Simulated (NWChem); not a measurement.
System: C₃H₅BO; SMILES C#CB(C)O

Input file for NWChem:

```
start job
memory heap 200 mb stack 900 mb global 1100 mb
geometry units angstroms noautosym nocenter noautoz
  B     -0.065261    -0.460567    -0.001159
  C     -0.005876     1.086893     0.000659
  C      0.040049     2.303846     0.002995
  H      0.086379     3.378517     0.005903
  C      1.237267    -1.331487    -0.000854
  H      1.020161    -2.408928    -0.011980
  H      1.850362    -1.099314     0.886181
  H      1.865981    -1.082735    -0.872076
  O     -1.274634    -1.075963    -0.000316
  H     -2.008422    -0.451465     0.000159
end
basis spherical
  * library pcsseg-1
end
dft
  xc pbe0
  iterations 150
end
property
  shielding
end
task dft property
```

Coordinates come from a PBE0/def2-SVP optimisation.

GIAO values for the isolated, static molecule; σ is the absolute isotropic shielding, δ = σ(reference) − σ with the isolated reference molecule computed at the same levels (13C: tetramethylsilane, 1H: tetramethylsilane, 17O: water).

Atoms are numbered as in the input.

Q: Predict the main results of this run. (PBE0/pcSseg-1, GIAO.) Quantities: δ C2 (ppm); δ C3 (ppm); δ H4 (ppm); δ C5 (ppm); δ H6 (rotor mean) (ppm); δ O9 (ppm); δ H10 (ppm).

A: 
```json
{
 "δ C2 (ppm)": "91.4",
 "δ C3 (ppm)": "100.3",
 "δ H4 (ppm)": "2.68",
 "δ C5 (ppm)": "7.6",
 "δ H6 (rotor mean) (ppm)": "0.62",
 "δ O9 (ppm)": "196.4",
 "δ H10 (ppm)": "5.55"
}
```
